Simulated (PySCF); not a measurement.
Structure problem from calculated spectra and properties.

Elements present: C, H, O and Si. Monoisotopic mass: 172.0376 u.

- 1H NMR: chemical shifts (computed TMS as zero) by class: 4.56 (2 H), 4.38 (2 H), 3.99 (3 H), 1.24 (3 H), 0.86 (2 H) ppm [GIAO PBE0/pcSseg-1]
- 13C NMR: chemical shifts (computed TMS as zero) by class: 185.6 (1 C), 121.0 (1 C), 111.8 (1 C), 51.8 (1 C), 11.3 (1 C), 8.3 (1 C) ppm [GIAO PBE0/pcSseg-1]
- NMR, other nuclei: isotropic shieldings of nuclei other than C and H, by class: -176 (1 O), 112 (1 O), 412 (1 Si), 432 (1 Si) ppm [GIAO PBE0/pcSseg-1]
- Dipole: 1.66 D [PBE0/pcSseg-1]
- Rotational structure: rotational constants A, B, C: 1.368, 0.413, 0.351 GHz [GFN2-xTB]

Gas-phase values; electronic properties from PySCF, density fitting. Levels stand in brackets. The structure is a single GFN2-xTB conformer in the gas phase; no vibrational or solvent corrections. NMR values are class means; diastereotopic atoms form classes of their own.

Problem. Which formula fits the mass and the elements?

Solution. C6H12O2Si2 (calculated 172.0376). No other formula that holds each of these elements comes within 0.0003 u with a fitting electron parity and a possible valence count.

Problem. Propose a structure and show how it fits.

Solution. Numbering: `[CH3:1][CH2:2][SiH2:3][C:4]#[C:5][SiH2:6][C:7](=[O:8])[O:9][CH3:10]`. Its formula, C6H12O2Si2, gives 3 degrees of unsaturation: 0 rings and 3 π bonds in the structure found. 6 carbons fall into 6 classes; from least to most shielded: carbonyl carbon [C7] (185.6 ppm), alkyne carbon [C4] (121.0 ppm), alkyne carbon [C5] (111.8 ppm), methoxy carbon [C10] (51.8 ppm), methyl carbon [C1] (11.3 ppm), sp3 carbon bound to silicon [C2] (8.3 ppm). Hydrogen classes from least to most shielded: 2 H on an SiH2 silicon, Si6 (4.56 ppm), 2 H on an SiH2 silicon, Si3 (4.38 ppm), 3 H on a methoxy carbon, C10 (3.99 ppm, a mean of values up to 1.2 ppm apart in this geometry), 3 H on a methyl carbon, C1 (1.24 ppm, a mean of values up to 0.6 ppm apart in this geometry), 2 H on an sp3 carbon bound to silicon, C2 (0.86 ppm). The other shieldings belong to: -176 ppm, carbonyl oxygen [O8]; 112 ppm, oxygen singly bound to a carbonyl carbon [O9]; 412 ppm, SiH2 silicon [Si3]; 432 ppm, SiH2 silicon [Si6]. The optimised geometry has point group C1 and is an asymmetric top. Structure: `CC[SiH2]C#C[SiH2]C(=O)OC`. Computed isomers that give other values at the same levels: `COC[SiH2][SiH2]c1ccco1` (13C chemical shifts (computed TMS as zero) by class: 155.7 (1 C), 153.7 (1 C), 129.1 (1 C), 116.9 (1 C), 65.2 (1 C), 62.8 (1 C) ppm); `C=C(C)[Si@@]1(O[SiH3])OCC1=C` (13C chemical shifts (computed TMS as zero) by class: 166.6 (1 C), 149.8 (1 C), 137.6 (1 C), 127.6 (1 C), 73.9 (1 C), 24.4 (1 C) ppm); `C=C(C)[Si@H]1[SiH2]OC=C1OC` (13C chemical shifts (computed TMS as zero) by class: 155.0 (1 C), 150.2 (1 C), 141.9 (1 C), 136.3 (1 C), 57.7 (1 C), 27.2 (1 C) ppm). The assignments are read from this structure; whether some other isomer fits the data as well wasn't checked.

Conformer computed: `[CH3:1][CH2:2][SiH2:3][C:4]#[C:5][SiH2:6][C:7](=[O:8])[O:9][CH3:10]`: C1–C2–Si3–C4 60°, C5–Si6–C7–O8 89°, Si6–C7–O9–C10 178°.
